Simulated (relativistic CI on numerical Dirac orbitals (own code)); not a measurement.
# One change at a time: Au⁵³⁺

Base calculation: Dirac-Coulomb-Breit CI, separate exchange-only KLI orbitals for each configuration, model QED, unscaled Slater integrals.

Configuration list (outside the closed core [Ne]): 3s²3p⁶3d⁸, 3s²3p⁵3d⁹, 3s²3p⁴3d¹⁰, 3s3p⁶3d⁹, 3p⁶3d¹⁰, 3s3p⁵3d¹⁰, 3s²3p⁶3d⁷4s, 3s²3p⁶3d⁷4p, 3s²3p⁴3d⁹4s, 3s²3p⁶3d⁷4d, 3s²3p⁴3d⁹4p, 3s²3p⁵3d⁸4s, 3s²3p⁶3d⁷4f, 3s²3p⁴3d⁹4d, 3s3p⁵3d⁹4s, 3s²3p⁵3d⁸4p. Levels of other configurations are missing.

Variants: (1) QED terms removed. Shifts of the energy above 3s²3p⁶3d⁸ ³F4, in eV, for the lowest level and the first level of each name with at least 55 % of one term (blank where a level changes its place among those of its configuration and J or its character, or is not in the variant):

```
         Level     Base   Δ(1)
 3s²3p⁶3d⁸ ³F4     0.00   0.00
 3s²3p⁶3d⁸ ³F3    90.08  -0.23
 3s²3p⁶3d⁸ ¹G4   106.26  -0.23
 3s²3p⁶3d⁸ ³P1   106.41  -0.23
 3s²3p⁶3d⁸ ³F2   187.92  -0.46
3s²3p⁵3d⁹ ³F°4   486.67  +0.83
3s²3p⁵3d⁹ ³D°3   514.85  +0.83
3s²3p⁵3d⁹ ³P°0   601.83  +0.60
3s²3p⁵3d⁹ ³F°3   604.01  +0.60
3s²3p⁴3d¹⁰ ³P2  1008.99  +1.66
3s²3p⁵3d⁹ ³F°2  1012.11  +0.23
3s²3p⁴3d¹⁰ ¹S0  1033.15  +1.63
  3s3p⁶3d⁹ ³D3  1196.50  +5.73
  3s3p⁶3d⁹ ³D1  1289.91  +5.50
```

At this charge energies of transitions that change n are usually good to better than 1 %, and those within a shell (Δn = 0) to a few per cent.

Ionisation energy from the two ground configurations alone: base 5155.65 eV. The NIST ASD value (theoretical) is 5156 eV.

LS names give the leading component of a level, which can be under half, so a name can repeat, a term be missing and a line seem to break the LS rules.
